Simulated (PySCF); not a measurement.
Stepwise substitution at one centre (Ga CH3-OH). Gas-phase values, no solvent. One relaxed conformer stands for each flexible species; it need not be the lowest. Strings in code marks are SMILES.

All values below come from PBE-D3(BJ)/def2-TZVP // M06-2X/def2-TZVP in PySCF 2.14.0. Excitations are Tamm–Dancoff values on a coarser integration grid. The basis has no diffuse functions, so Rydberg states are missing or too high.

```tsv
species	LUMO (eV)	S1–T1 gap (TDA) (eV)	HOMO (eV)
0 of 3 CH3 replaced by OH	-1.37	…	…
1 of 3 CH3 replaced by OH (`[CH3][Ga]([CH3])[OH]` (C–Ga–O–H torsion 180°))	-1.06	0.27	-6.41
2 of 3 CH3 replaced by OH (`[OH][Ga]([OH])[CH3]` (O–Ga–O–H torsion 180°, O–Ga–O–H torsion 0°))	-1.08	0.27	-6.74
3 of 3 CH3 replaced by OH	-1.87	…	-7.19
```

**Question.** Some entries are withheld; supply them.

**Answer.** 
- 0 of 3 CH3 replaced by OH, S1–T1 gap (TDA) (eV): 0.29
- 0 of 3 CH3 replaced by OH, HOMO (eV): -6.20
- 3 of 3 CH3 replaced by OH, S1–T1 gap (TDA) (eV): 0.31
